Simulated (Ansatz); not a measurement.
B(NH2tBu)Me3 (C₇H₂₀BN), 29 atoms. Hardware: 4 threads of Arm Neoverse N1 on a shared host.

Correlated methods freeze 9 core orbitals.

Task: How many basis functions does each of these Ansatz runs have, and roughly what does it cost? B2PLYP/def2-TZVP, charge 0 singlet, energy, from earlier orbitals; PBE-D4/def2-SVP, charge 0 singlet, energy, from earlier orbitals; PBE-D4/def2-TZVP, charge 1 doublet, energy, from earlier orbitals; PBE-D4/def2-TZVP, charge 0 singlet, energy, from earlier orbitals; PBE0-D4/def2-TZVP, charge 1 doublet, energy, from earlier orbitals; LC-ωPBE/def2-TZVP, charge 1 doublet at the geometry of the charge 0 singlet, energy, from earlier orbitals; RPA@PBE/def2-SVP, charge 0 singlet, energy, from earlier orbitals; LC-ωPBE/def2-TZVP, charge 0 singlet, energy, from earlier orbitals; PBE0-D4/def2-SVP, charge 0 singlet, energy, from earlier orbitals; r2SCAN-D4/def2-SVP, charge 0 singlet, relaxation, 5 steps; PBE0-D4/def2-TZVP, charge 0 singlet, energy and forces, from earlier orbitals; PBE-D4/def2-TZVP, charge 0 triplet at the geometry of the charge 0 singlet, energy, from earlier orbitals.

Result: Other jobs shared the machine, so times can vary by a factor of up to 3. A dash marks memory too small to be measured apart from the calling script's.

| run | functions | fitting or Cholesky vectors | wall time | peak host memory (GiB) |
| --- | --- | --- | --- | --- |
| PBE-D4/def2-SVP, charge 0 singlet, energy, from earlier orbitals | 226 | 2592 | 7 s | – |
| PBE0-D4/def2-SVP, charge 0 singlet, energy, from earlier orbitals | 226 | 2592 | 11 s | 0.96 |
| PBE-D4/def2-TZVP, charge 0 singlet, energy, from earlier orbitals | 399 | 2464 | 12 s | 0.86 |
| LC-ωPBE/def2-TZVP, charge 0 singlet, energy, from earlier orbitals | 399 | 2464 | 16 s | 1.4 |
| RPA@PBE/def2-SVP, charge 0 singlet, energy, from earlier orbitals | 226 | 2358 | 17 s | 0.75 |
| PBE-D4/def2-TZVP, charge 1 doublet, energy, from earlier orbitals | 399 | 2464 | 24 s | 0.98 |
| PBE0-D4/def2-TZVP, charge 0 singlet, energy and forces, from earlier orbitals | 399 | 2464 | 33 s | 1.9 |
| B2PLYP/def2-TZVP, charge 0 singlet, energy, from earlier orbitals | 399 | 2777 | 39 s | 2.2 |
| r2SCAN-D4/def2-SVP, charge 0 singlet, relaxation, 5 steps | 226 | 2592 | 47 s | – |
| PBE0-D4/def2-TZVP, charge 1 doublet, energy, from earlier orbitals | 399 | 2464 | 54 s | 2 |
| PBE-D4/def2-TZVP, charge 0 triplet at the geometry of the charge 0 singlet, energy, from earlier orbitals | 399 | 2464 | 66 s | 2.5 |
| LC-ωPBE/def2-TZVP, charge 1 doublet at the geometry of the charge 0 singlet, energy, from earlier orbitals | 399 | 2464 | 78 s | 3.4 |
